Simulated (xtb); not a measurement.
C2H9NOSi, SMILES C(C)[Si@@H](N)O. All values are semi-empirical tight-binding results from xtb (GFN2-xTB unless named), good for trends rather than for accurate numbers. Geometry optimised at GFN2-xTB. The structure was generated by enumeration; whether it is a known compound was not checked. The values are those of a single conformer.

Computed properties:
```
Quantity                                       Result
--------------------------------------  -------------
orbital gap                                   6.75 eV
dipole moment                                  1.12 D
zero-point energy                       70.6 kcal/mol
G − E(el) at 298.15 K (modified RRHO)   50.4 kcal/mol
static polarisability (D4 model)           70.1 bohr³
solvation energy, GFN2-xTB/ALPB(water)  -5.8 kcal/mol
solvation energy, GFN2-xTB/ALPB(dmf)    -8.8 kcal/mol
```
